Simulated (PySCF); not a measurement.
## Threshold energies of GeTe in a plasma

PBE0 in PySCF with def2-TZVPPD on every atom (core potentials on Te), for the lowest determinant that a PBE0 search found; no spin–orbit coupling.

| species | state (unpaired electrons) | Re (Å) | ωe (cm⁻¹) | energy of the minimum from the neutral (eV) | De (eV) | dissociates to |
| --- | --- | --- | --- | --- | --- | --- |
| GeTe | singlet (closed shell) | 2.337 | 335 | 0.00 | 4.40 | Ge + Te |
| GeTe⁺ | doublet (π ↑) | 2.486 | 271 | 8.94 | 3.40 | Ge⁺ + Te |
| GeTe⁻ | doublet (π ↑) | 2.462 | 268 | -0.99 | 3.37 | Ge + Te⁻ |

Task: Work out the lowest energy to break GeTe into atoms, from its vibrational ground state.

Result: D0 = De − ωe/2 = 4.40 − 0.02 = 4.38 eV (PBE0/def2-TZVPPD).

Task: Work out the ionisation energy of the Ge atom at this level and the threshold of dissociative ionisation.

Result: IE(Ge) = 8.94 + 3.40 − 4.40 = 7.94 eV, so Ge⁺ + Te + e⁻ appears at D0 + IE(Ge) = 12.32 eV (PBE0/def2-TZVPPD). The measured IE(Ge) is 7.899 eV (NIST ASD).

Task: Work out the electron affinity of the Te atom and the threshold of dissociative attachment.

Result: EA(Te) = 4.40 − 3.37 − (-0.99) = 2.02 eV, so Ge + Te⁻ needs D0 − EA(Te) = 2.36 eV (PBE0/def2-TZVPPD). The measured EA(Te) is 1.971 eV.

Task: At which energy does ion-pair formation open?

Result: Ge⁺ + Te⁻ lies at D0 + IE(Ge) − EA(Te) = 10.30 eV (PBE0/def2-TZVPPD).

These are thermodynamic thresholds; the onsets seen under electron impact lie higher where the geometry changes, and cross-sections peak well above them.

These are scalar-relativistic numbers at best; spin–orbit coupling would shift them, the dissociation energy most. For an ion De counts to the pair picked by the measured ionisation energies or electron affinities, which need not be the lowest pair at this level. The highest Kohn–Sham level is positive in this anion. Much of that is self-interaction error, but it also means that the finite basis helps to hold the extra electron. States were picked by a PBE0 search and need not be the measured ground states.
